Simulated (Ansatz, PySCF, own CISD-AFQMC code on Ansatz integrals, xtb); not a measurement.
Isomers of H7NSi2. All species are isolated molecules in the gas phase. One relaxed conformer stands for each flexible species; it need not be the lowest. Strings in code marks are SMILES.

Quantity: electronic energy of isomers of H7NSi2 relative to `[SiH3]N[SiH3]`, in kcal/mol. AFQMC values (own CISD-AFQMC code on Ansatz (an electronic-structure program) integrals) carry a statistical error of up to ±0.30 kcal/mol (one standard error) and the bias of the phaseless constraint.

Level 1: composite: frozen-core CCSD(T) with HF/cc-pVQZ and the correlation energy extrapolated as X^-3 from cc-pVTZ and cc-pVQZ, plus phaseless AFQMC minus CCSD(T) in cc-pVDZ // PBE0-D3(BJ)/def2-TZVP (Ansatz)
Level 2: frozen-core CCSDTQ/6-31g // PBE0-D3(BJ)/def2-TZVP (Ansatz)
Level 3: B3LYP/6-31G* // PBE0-D3(BJ)/def2-TZVP (PySCF)
Level 4: GFN2-xTB (xtb)

| species | level 2 | level 3 | level 4 |
|---|---|---|---|
| `N[SiH2][SiH3]` | 6.03 | 12.2 | 30.5 |

Question: What does level 1 give for each?

Answer: 
- `N[SiH2][SiH3]`: 14.7
